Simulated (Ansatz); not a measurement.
Ansatz (an electronic-structure program) input:

Ansatz 0.2 input:
```yaml
crystal:
  periodic: [false, false, false]
  atoms:
    - {symbol: B, position_ang: [0.04399844, -0.14275734, 0.03148584]}
    - {symbol: Cl, position_ang: [0.30843593, 1.56635425, -0.31279510]}
    - {symbol: Cl, position_ang: [1.41046120, -1.20699701, 0.30909203]}
    - {symbol: O, position_ang: [-1.19241771, -0.67937469, 0.09195238]}
    - {symbol: C, position_ang: [-2.37763690, -0.04852216, -0.08809955]}
    - {symbol: H, position_ang: [-3.24637801, -0.67600521, 0.00643444]}
    - {symbol: H, position_ang: [-2.38970237, 1.00684932, -0.30793326]}
basis:
  gaussian:
    orbitals: cc-pVTZ
magnetization: {spin_polarized: true, initial_magnetization: 1}
correlation: {method: ccsd_t, electrons: outside_noble_gas}
```

Task: Which total energy does the run end on?

Result: -1058.68007 Eh (CCSD(T)/cc-pVTZ). The basis has 186 functions.

It need not be the lowest isomer of its formula.
